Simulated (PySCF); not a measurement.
# One molecule, several mistakes: CGeH7OSi

All numbers below are calculated, not measured. The program is PySCF 2.14.0, an open-source quantum chemistry code, run on an isolated molecule that a program drew, which may never have been made. The molecule is CGeH7OSi (charge 0, doublet), drawn as the SMILES string `[CH2][O][GeH2][SiH3]`.

Each row is a Hartree-Fock (HF) and frozen-core CCSD(T) single point in the cc-pV(D+d)Z basis, meant for a local HF minimum. Run 1 is clean. Each other run has one planted mistake out of seven kinds, and not every kind appears here: one electron removed, one electron added, multiplicity raised by two, geometry at a saddle point, minimal basis STO-3G, one bond length entered in bohr, all coordinates scaled. The reference is restricted for singlets and unrestricted otherwise, and also for a bond in bohr. Adding or removing an electron swaps singlet and doublet. Electrons count all cores. HOMO and LUMO are orbital energies over both spins, the gradient is its largest component, and the lowest frequency (negative if imaginary) is given only where the gradient is small. Bond lengths are over the 10 bonds as drawn. T1 is the CCSD diagnostic: over 0.02 (restricted) or 0.045 (unrestricted) a single reference is doubtful. Germanium has the cc-pVDZ-PP basis, with a core potential (ECP10MDF) in place of its 10 inner electrons, and its 3s, 3p and 3d shells are frozen in CCSD(T).

Geometry of the clean run:
```xyz
11
CGeH7OSi, angstrom
C    -0.4973    1.4885   -0.2022
O    -0.0369    0.2190   -0.2630
Ge    1.5338   -0.2747    0.4684
Si    1.3942   -0.1082    2.8656
H     0.2075    2.2990   -0.3816
H    -1.5183    1.6086   -0.5459
H     2.6184    0.6404   -0.1180
H     1.7257   -1.7048   -0.0314
H     1.2017    1.3037    3.2655
H     2.6577   -0.6124    3.4550
H     0.2636   -0.9253    3.3593
```

```
run  electrons  basis functions  <S^2>  HOMO (eV)  LUMO (eV)  gradient (hartree/bohr)  lowest frequency (cm^-1)  mean bond (Å)  longest bond (Å)      T1  HF (hartree)  CCSD(T) (hartree)                          mistake
  1         67              109  0.760      -8.85       3.09                  1.4e-05                        50         1.5238             2.407  0.0163    -699.07823         -699.65531                         no fault
  2         68              109  0.000       1.11       7.47                  9.5e-02                         -         1.5238             2.407  0.0419    -698.96922         -699.59234               one electron added
  3         67              109  1.181      -9.42       2.89                  4.0e-02                         -         1.6207             2.407  0.0436    -698.95643         -699.53538  one bond length entered in bohr
  4         67              109  0.759      -8.40       3.49                  8.5e-02                         -         1.4141             2.234  0.0144    -699.01427         -699.57907                                ?
  5         67              109  3.773      -4.23      -2.40                  3.5e-02                         -         1.5238             2.407  0.0254    -698.85127         -699.42937                                ?
```

**Which mistake was planted in run 4, and what did it cost?**

The mean and the longest bond both change by the same factor, 0.928, and the gradient is no longer small. So the mistake is: all coordinates scaled. Subtracting run 1 and multiplying by 627.51 kcal/mol a hartree, the energy moved by 40.1 kcal/mol in HF and 47.8 kcal/mol in CCSD(T).

**Which mistake was planted in run 5, and what did it cost?**

Electrons, basis and geometry are unchanged, and <S^2> is 3.773, beside S(S+1) = 3.75 for a multiplicity of 4. So the mistake is: multiplicity raised by two. Subtracting run 1 and multiplying by 627.51 kcal/mol a hartree, the energy moved by 142.4 kcal/mol in HF and 141.8 kcal/mol in CCSD(T).

Cautions from the logs. Run 2: T1 is over the limit, so its CCSD(T) energy is less reliable and the HOMO is above zero, so the electron isn't bound and the energy depends on the basis.
